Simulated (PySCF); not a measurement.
Tb: ionisation energy

Tb [Xe] 4f9 6s2 (high-spin determinant) → Tb⁺ [Xe] 4f9 6s1 (high-spin determinant), as a difference of total energies. All numbers are calculated (PySCF 2.14, scalar relativity by spin-free X2C-1e, in x2c-TZVPPall (11s7p7d4f2g, 113 functions)). Correlated levels: valence: [Kr] 4d10 frozen; valence and next inner shell: [Ar] 3d10 frozen. The calculations carry no spin-orbit coupling.

```csv
method,ionisation energy (eV),error (eV)
UHF,4.783,-1.081
LDA,6.006,+0.142
PBE,5.787,-0.077
PBE0,5.680,-0.184
r2SCAN,5.507,-0.357
MP2 (valence),5.723,-0.141
SCS-MP2 (valence),5.757,-0.107
MP2 (valence and next inner shell),5.746,-0.118
SCS-MP2 (valence and next inner shell),5.764,-0.100
```

Reference: 5.864 eV (measured; NIST Atomic Spectra Database, ionization energies).

Errors of the correlated levels include the incompleteness of this basis and the frozen core.

The determinant of Tb and of Tb⁺ mixes LS terms, which raises its energy above the lowest term, most at the Hartree-Fock and MP2 levels.
